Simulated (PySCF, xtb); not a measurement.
ClGeH5SSi, SMILES Cl[SiH2][S][GeH3]. The values are those of a single conformer.

Harmonic wavenumbers (cm⁻¹) from GFN2-xTB (xtb 6.7.1) at its own minimum, in rising order: 25, 94, 160, 202, 378, 465, 474, 496, 497, 546, 548, 667, 753, 757, 831, 839, 1940, 2024, 2047, 2316, 2333.

Task: What does PySCF 2.14.0 with PBE-D3(BJ)/def2-SVP give at its own minimum? (Estimate from the structure and the level; the computed values follow.)

Result: 48, 90, 107, 190, 370, 480, 526, 541, 550, 580, 686, 788, 832, 843, 847, 900, 2082, 2105, 2112, 2175, 2198. Paired by order, the mean absolute difference is 65 cm⁻¹ and the zero-point energies are 26.3 and 27.2 kcal/mol.
